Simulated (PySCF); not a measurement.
H4O, SMILES [OH4+2], charge +2. Atoms are numbered in the order given.

```xyz
5

O      0.0000     0.0000     0.0000
H     -0.6029     0.6029    -0.6029
H      0.6029     0.6029     0.6029
H      0.6029    -0.6029    -0.6029
H     -0.6029    -0.6029     0.6029
```
Charge +2, spin multiplicity 1.

Geometry optimised at r2SCAN-D4/def2-TZVPD.

Level of theory: PBE/pcJ-1 in PySCF.

Isotropic couplings with Fermi-contact, spin-dipole and both spin-orbit terms, one fixed conformer, no vibrational averaging. Isotopes: 1H.

Task: Estimate the spin–spin coupling constants. (Estimate from the structure and the level; the computed values follow.)

Result: 
```csv
pair,bonds apart,J (Hz)
H2–H3,2,-6.8
H2–H4,2,-6.8
H2–H5,2,-6.8
H3–H4,2,-6.8
H3–H5,2,-6.8
H4–H5,2,-6.8
```
